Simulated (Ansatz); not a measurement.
Cost and result for the atomization energy of CH7NSi2 (`[SiH3]C1N[SiH2]1`) (11 atoms, 11 bonds).

```xyz
11

Si    0.0764    1.1787    1.0634
C    -0.6558   -0.2717    0.1607
N     0.1435   -1.5456    0.0124
Si   -0.0193   -0.7233   -1.4977
H    -0.7600    2.3922    0.8656
H     0.1892    0.9140    2.5259
H     1.4504    1.4265    0.5432
H    -1.7041   -0.4733    0.3817
H     1.0163   -1.5607    0.5232
H    -0.8410   -1.3978   -2.5231
H     1.1046    0.0608   -2.0553
```

The species carries charge 0 and has multiplicity 1. The geometry is a stationary point of PBE0-D4/def2-TZVP. Program: Ansatz. All runs use 2 threads of an AMD EPYC 7B13 on a shared host. Times are those of one run each, without the atoms' runs, and a repeat can differ threefold. Electronic energies, without spin–orbit coupling; frozen cores. CCSD(T)/CBS adds CCSD(T) − MP2 in def2-TZVPP to the MP2 limit, and its time is that of the two runs behind it. T1 = 0.013.

CCSD(T)/CBS is a level of theory with its own doubt, some kJ/mol a heavy atom from the limit and from the frozen cores, so smaller differences don't rank the functionals.

| level | functions | atomization (kJ/mol) | difference from CCSD(T)/CBS | per bond |
| --- | --- | --- | --- | --- |
| CCSD(T)/CBS(def2) | – | 3586.5 | 0.0 | 0.0 |
| CAM-B3LYP-D4/def2-TZVPP | 244 | 3600.5 | 14.0 | 1.3 |
| MP2/def2-QZVPP | 464 | 3561.3 | -25.2 | -2.3 |
| PBE-D4/def2-TZVPP (with forces) | 244 | 3614.2 | 27.7 | 2.5 |
| PBE0-D4/def2-TZVPP | 244 | 3568.8 | -17.7 | -1.6 |
| BLYP-D4/def2-TZVPP | 244 | 3570.8 | -15.7 | -1.4 |
| r2SCAN-D4/def2-TZVPP (with forces) | 244 | 3581.0 | -5.5 | -0.5 |
| LDA (SPW92)/def2-TZVPP | 244 | 4053.8 | 467.3 | 42.5 |
| CCSD(T)/def2-SVP | 99 | 3323.0 | -263.5 | -24.0 |
| PBE-QIDH/def2-TZVPP | 244 | 3543.8 | -42.7 | -3.9 |
| CCSD(T)/def2-TZVPP | 244 | 3479.9 | -106.6 | -9.7 |
| ωB97M-V/def2-TZVPP (with forces) | 244 | 3600.4 | 13.9 | 1.3 |
| revPBE-D4/def2-TZVPP | 244 | 3545.4 | -41.1 | -3.7 |

Order the runs by time, with rough figures. (Best estimate.)

Ansatz gave: LDA (SPW92)/def2-TZVPP 1.6 s; revPBE-D4/def2-TZVPP 2.4 s; BLYP-D4/def2-TZVPP 2.4 s; PBE-D4/def2-TZVPP (with forces) 3.1 s; CCSD(T)/def2-SVP 4 s; CAM-B3LYP-D4/def2-TZVPP 4.7 s; PBE0-D4/def2-TZVPP 4.9 s; r2SCAN-D4/def2-TZVPP (with forces) 6 s; PBE-QIDH/def2-TZVPP 7.5 s; ωB97M-V/def2-TZVPP (with forces) 14 s; MP2/def2-QZVPP 28 s; CCSD(T)/def2-TZVPP 5.7 min; CCSD(T)/CBS(def2) 6.2 min.

In def2-TZVPP, CCSD(T) changes the Hartree–Fock value by +920.1 kJ/mol (the triples alone add +50.1 kJ/mol) and MP2 by +937.5 kJ/mol; breaking electron pairs costs correlation energy, which Hartree–Fock lacks. From r2SCAN to r2SCAN0 (25 % exact exchange), in def2-TZVPP and without D4, the atomization energy moves by −44.9 kJ/mol: exact exchange takes away binding that semilocal exchange gives to molecules. At CCSD(T), def2-SVP lies −263.5 kJ/mol from the extrapolated value and def2-TZVPP −106.5 kJ/mol: correlation converges slowly with the basis, and small sets miss more of it in the bonded molecule than in its fragments.
